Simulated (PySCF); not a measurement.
Trend along the alkali metals: MK molecules

CCSD(T) with double-zeta basis sets in PySCF, for the lowest determinant that a PBE0 search found; no spin–orbit coupling. De refers to high-spin ground-configuration atoms.

```tsv
M	basis	reference, frozen orbitals	state (unpaired electrons)	Re (Å)	ωe (cm⁻¹)	De (eV)
Li	x2c-SVPall	RHF, 5	singlet (closed shell)	3.447	198	0.67
Na	def2-SVPD	RHF, 6	singlet (closed shell)	3.649	116	0.62
K	def2-SVP	RHF, 10	singlet (closed shell)	4.088	88.7	0.51
Cs	def2-SVP	RHF, 5	singlet (closed shell)	4.403	64.7	0.45
```

Task: The row for M = Rb is missing. Estimate Re, ωe and De as the mean of the rows for K and Cs, and compare with the calculation.

Result: The means are 4.245 Å, 76.7 cm⁻¹ and 0.48 eV. RHF-CCSD(T) in def2-SVP gives KRb as a singlet (closed shell) with Re = 4.166 Å, ωe = 70.8 cm⁻¹, De = 0.46 eV, so the estimate is off by +7.9 pm, +8 % and +0.02 eV.

The rows differ in basis set, which adds steps of its own.

Correlated steps freeze the inner cores (5 to 10 orbitals); shallow outer-core shells are correlated. Weak bonds: CsK, KRb. Basis-set superposition, not corrected here, can be much of De in a small basis, most of all at correlated wavefunction levels. Spin–orbit coupling is left out. Where the molecule has an RHF reference, its open-shell atoms are computed with UHF.
